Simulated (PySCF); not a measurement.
C3H7ClSi, SMILES C[SiH2]/C=C/Cl.

The structure is a stationary point at r2SCAN-D4/def2-SVP. The structure was generated by enumeration; whether it is a known compound was not checked. The values are those of a single conformer.

Calculation: ωB97X/def2-TZVP run with PySCF.

| Quantity | Result |
|---|---|
| total energy | -868.23979 hartree |
| highest occupied level | -9.83 eV |
| lowest empty level | 1.42 eV |
| orbital gap | 11.25 eV |
| dipole moment | 0.314 e·Å |
| quadrupole, principal values (traceless, Buckingham form, about the centre of nuclear charge) | -3.75, -0.31, 4.06 D·Å |
| mean static polarisability | 76.6 bohr³ (11.34 Å³) |
| polarisability, principal values | 59.2, 64.8, 105.6 bohr³ |
